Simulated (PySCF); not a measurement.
An excited-state job on `CC(=O)[Si@@H](Br)OC=O`.

Computed with TDDFT CAM-B3LYP/def2-SVPD, vertical, gas phase, core orbitals frozen in the response (PySCF 2.14.0, density-fitted response routines). Geometry: GFN2-xTB. A driver script takes a list of jobs; this job's settings line and coordinates (Å) are shown.

Command:
```bash
OMP_NUM_THREADS=1 python probes_run.py task.json out
```

Input:
```
{"job": {"kind": "uv", "xc": "CAM-B3LYP", "basis": "def2-SVPD", "nstates": 8, "ntriplets": 3}, "charge": 0, "multiplicity": 1}
C     -1.946248    -0.664573    -0.213181
C     -0.863272    -0.039822     0.606255
O     -0.690521    -0.265407     1.779147
Si     0.400758     1.141246    -0.254201
Br     0.318036     3.162577     0.567475
O      1.908470     0.679993     0.273793
C      2.265662    -0.572104     0.110845
O      1.607966    -1.372590    -0.483047
H     -2.478586     0.099393    -0.775935
H     -2.634313    -1.224100     0.416121
H     -1.474313    -1.341066    -0.925314
H      0.346488     1.179111    -1.702256
H      3.235486    -0.782172     0.582571
```

**Question.** Give the output.

**Answer.** 
```
coarse grid: 57184 points
cycle   1  E = -3205.7973556743  dE =  4.315e-01  |g| = 1.200e+00  |ddm| = 5.388e+00
cycle   2  E = -3205.3572570473  dE =  4.401e-01  |g| = 1.976e+00  |ddm| = 3.286e+00
cycle   3  E = -3206.0838836255  dE = -7.266e-01  |g| = 2.169e-01  |ddm| = 2.072e+00
cycle   4  E = -3206.0913507653  dE = -7.467e-03  |g| = 9.404e-02  |ddm| = 2.757e-01
cycle   5  E = -3206.0929265930  dE = -1.576e-03  |g| = 1.604e-02  |ddm| = 1.016e-01
cycle   6  E = -3206.0929802364  dE = -5.364e-05  |g| = 7.120e-03  |ddm| = 3.388e-02
cycle   7  E = -3206.0929907619  dE = -1.053e-05  |g| = 3.379e-03  |ddm| = 1.237e-02
cycle   8  E = -3206.0929930773  dE = -2.315e-06  |g| = 1.179e-03  |ddm| = 5.194e-03
final grid: 119112 points
cycle   9  E = -3206.0929591556  dE =  1.655e-07  |g| = 1.712e-03  |ddm| = 4.242e-03
cycle  10  E = -3206.0929582284  dE =  9.272e-07  |g| = 2.856e-03  |ddm| = 3.883e-03
cycle  11  E = -3206.0929597205  dE = -1.492e-06  |g| = 1.734e-04  |ddm| = 2.345e-03
cycle  12  E = -3206.0929597275  dE = -7.064e-09  |g| = 3.284e-05  |ddm| = 2.930e-04
cycle  13  E = -3206.0929597281  dE = -5.330e-10  |g| = 2.309e-05  |ddm| = 9.793e-05
converged SCF energy = -3206.0929597281

Static polarisability (au): isotropic 88.649, principal 78.429 85.189 102.328

Singlet excitations
state   eV       nm        f      main configurations
  1   3.5573    348.5   0.00386   H->L 0.91
  2   5.8703    211.2   0.00084   H-3->L+1 0.48, H-1->L+1 0.29
  3   6.3863    194.1   0.02967   H->L+1 0.74, H-2->L 0.12
  4   6.4741    191.5   0.00624   H-1->L 0.53, H-2->L 0.24, H->L+1 0.11
  5   6.5942    188.0   0.02272   H-2->L 0.38, H-1->L 0.37
  6   6.8693    180.5   0.00553   H->L+4 0.64, H->L+2 0.14
  7   7.0130    176.8   0.03647   H->L+2 0.62, H-2->L 0.12
  8   7.1351    173.8   0.00591   H->L+3 0.65, H-3->L 0.13

Triplet excitations (Tamm-Dancoff, eV): 2.9190 5.3438 5.6732
```

The SCF starts on a coarse grid where the log names one; the energy can jump when the final grid takes over, and dE then counts from the start density on the new grid. H and L stand for HOMO and LUMO; the number after each pair is its weight.

**Question.** Give S1 in cm⁻¹ and kJ/mol.

**Answer.** 3.5573 eV × 8065.54 = 28692 cm⁻¹; × 96.485 = 343.2 kJ/mol.

**Question.** Give the mean polarisability as a volume in Å³, and the ratio of the largest to the smallest principal value.

**Answer.** 88.649 au × 0.148185 = 13.14 Å³; 102.328/78.429 = 1.30.

Main results: HOMO -8.75 eV, LUMO -0.62 eV; lowest singlet 3.56 eV; lowest triplet 2.92 eV (Tamm–Dancoff); mean polarisability 88.6 au.

 Relativistic effects, spin–orbit coupling among them, are left out although an element past zinc is present.

Hardware: Arm Neoverse N1, one thread, no GPU, on a shared host. Cost: 2.1 min wall, 1.1 GiB resident at most.

One conformer stands for the species.
Labels such as C1 count atoms from 1, the log's own numbers from 0.
